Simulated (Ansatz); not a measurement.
Calculated with Ansatz (gas phase, PBE0-D4/def2-TZVP geometries, no zero-point term in ΔE). CCSD(T)/CBS adds triple-zeta CCSD(T) − MP2 to the extrapolated MP2 energy (def2 sets, frozen cores). This one scheme is used for every species. For Zn outer-core shells are correlated without core-valence functions, which leaves a few kJ/mol of doubt a bond. Scalar relativity is left out up to krypton. Each species was taken in one conformer, which may not be the lowest.

`[BH2][Zn][S][SiH3]` + CH₄ → `[CH3][Zn][S][SiH3]` + BH₃  (formal exchange of groups at a Zn–B bond)

`[BH2][Zn][S][SiH3]`:

```xyz
9

B     0.469    0.249    2.701
Zn   -0.525    0.539    0.925
S    -1.608    0.870   -0.946
Si   -0.232   -0.278   -2.086
H     0.060    0.695    3.733
H     1.488   -0.376    2.758
H     0.406    0.551   -3.140
H    -0.911   -1.431   -2.730
H     0.854   -0.820   -1.214
```

CH₄:

Cartesian coordinates in Å:
```
C 0.000 0.000 0.000
H -0.913 0.547 0.234
H -0.253 -1.014 -0.307
H 0.638 -0.036 0.883
H 0.528 0.504 -0.809
```

`[CH3][Zn][S][SiH3]`:

Cartesian coordinates in Å:
```
C -2.222 0.563 -1.003
Zn -0.697 0.748 0.168
S 0.998 0.997 1.512
Si 2.151 -0.668 0.865
H -2.485 -0.490 -1.122
H -2.002 0.978 -1.988
H -3.086 1.089 -0.591
H 2.549 -0.553 -0.564
H 1.418 -1.953 1.023
H 3.377 -0.711 1.701
```

BH₃:

Cartesian coordinates in Å:
```
B 0.000 0.000 0.000
H 0.567 -0.773 -0.711
H -0.075 1.150 -0.309
H -0.492 -0.377 1.020
```

```tsv
species	CCSD(T)/CBS(def2) energy (Eh)
`[BH2][Zn][S][SiH3]`	-2493.04733
CH₄	-40.46206
`[CH3][Zn][S][SiH3]`	-2506.95425
BH₃	-26.55200
```

Question: Work out ΔE.

Answer: ΔE = (-2506.95425) + (-26.55200) − (-2493.04733) − (-40.46206) = 0.00314 Eh = +8.2 kJ/mol.

Largest T1 diagnostic among the species: 0.014.

At CCSD(T), def2-SVP lies +4.9 kJ/mol from the extrapolated value and def2-TZVPP −1.5 kJ/mol. From BLYP to BHLYP (50 % exact exchange), in def2-TZVPP and without D4, ΔE moves by −5.6 kJ/mol. Leaving LDA and LC-ωPBE aside and taking each functional with its dispersion term where it has one, the values, not all of them listed here, spread over 12.1 kJ/mol, from B2PLYP to B97M-V.
